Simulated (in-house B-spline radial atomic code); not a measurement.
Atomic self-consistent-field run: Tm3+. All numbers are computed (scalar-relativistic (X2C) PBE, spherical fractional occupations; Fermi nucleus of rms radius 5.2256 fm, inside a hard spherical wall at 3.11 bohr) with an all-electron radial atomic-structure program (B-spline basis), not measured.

Command:
```bash
python run_scf.py task.json out
```
Settings (nuclear radius in fm, mass in u):
```
Z                69
configuration    [Kr] 4d9 4f12 5s2 5p6 5f1
hamiltonian      x2c
method           pbe,pbe
spin_polarised   False
nucleus          fermi
rms_radius       5.2256
atomic_mass      168.93422
speed_of_light   137.035999084
wall_radius      3.11
```

Output (hartree, bohr):
```
 radial grid: 60 intervals, B-splines of order 8, outer radius 3.11 bohr

 iter        energy (Eh)    residual
    1      -13554.672297    4.95e-01
    2      -13552.492219    4.44e-01
    3      -13556.911839    1.33e-01
    4      -13557.236099    4.41e-02
    5      -13557.080268    8.87e-02
    6      -13557.300622    7.04e-04
    7      -13557.300628    1.56e-04
    8      -13557.300629    4.04e-05
    9      -13557.300629    9.13e-07
   10      -13557.300629    1.27e-08

 total energy                    -13557.30063
 kinetic                           15024.9233
 electron-nucleus                 -33529.5893
 Hartree                            5235.3255
 exchange-correlation               -287.9601

 orbital      occ     eigenvalue          <r>       <r^2>       <1/r>       r_max
 1s         2.000     -2173.9607    0.0192516 0.000516167     85.7608     0.01171
 2s         2.000      -368.1782     0.084142  0.00842903     19.9112     0.07174
 2p         6.000      -326.1161    0.0749116  0.00686902     17.1578     0.05802
 3s         2.000       -83.9889     0.220491   0.0557059     7.16691      0.2034
 3p         6.000       -71.1863     0.219614   0.0560113     6.42227         0.2
 3d        10.000       -54.9925     0.199751   0.0468296     6.01636      0.1631
 4s         2.000       -17.7753     0.496819    0.278852     2.97143      0.4645
 4p         6.000       -13.5372     0.525981    0.314908     2.65652      0.4849
 4d         9.000        -7.8095     0.567506    0.373626     2.33725      0.5002
 4f        12.000        -1.5489     0.709623    0.636265     1.80521      0.4883
 5s         2.000        -3.1859      1.18496     1.57136     1.13604       1.073
 5p         6.000        -2.1366      1.34525     2.01953    0.967076        1.21
 5f         1.000         0.5363      1.86312     3.82446    0.704573       2.011
```

Run time, properties included: 0.07 s on 1 thread of Intel(R) Xeon(R) 6975P-C, on a shared host.

One-electron X2C: radii and densities carry no picture-change correction, so inner-shell <1/r> comes out high (for 1s by about 2 % at Z = 33, 5 % at 54, 10 % at 75, 30 % at 118) and <r> low.
